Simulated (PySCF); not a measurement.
# Working with the constants of ZnH⁻

RHF-CCSD(T) constants of ZnH⁻, ¹Σ⁺ (singlet), closed shell (Zn aug-pcseg-1, H aug-pcseg-1; no relativity (PySCF 2.14); masses 63.9291 and 1.0078 u):

```
ωe              : 1253.7 cm⁻¹
ωexe            : 55.9 cm⁻¹
Be              : 5.6785 cm⁻¹
αe              : 0.308 cm⁻¹
D (centrifugal) : 0.000466 cm⁻¹
De to Zn + H⁻   : 1.26 eV
```

Estimate the standard entropy (1 bar) and heat capacity of the ideal gas at 298.15 K, rigid rotor with B0 and harmonic oscillator at the fundamental.

Translation (Sackur–Tetrode, M = 64.94 u): 160.9 J/(mol K). Rotation: q = kT/(σB0) = 37.5 with σ = 1, 38.5. Vibration: x = hcν0/kT = 5.51, 0.22. S° = 199.6 J/(mol K); Cp = 7R/2 + 1.03 = 30.1 J/(mol K).

Correlated steps freeze 5 core orbitals. Correlated levels converge slowly with the basis: in double zeta they bind strong bonds too weakly, by up to about 1 eV, and carry superposition errors of some tenths. For an ion De counts to the pair picked by the measured ionisation energies or electron affinities, which need not be the lowest pair at this level. The CCSD T1 diagnostic is raised, a sign that a single reference may not be enough here.
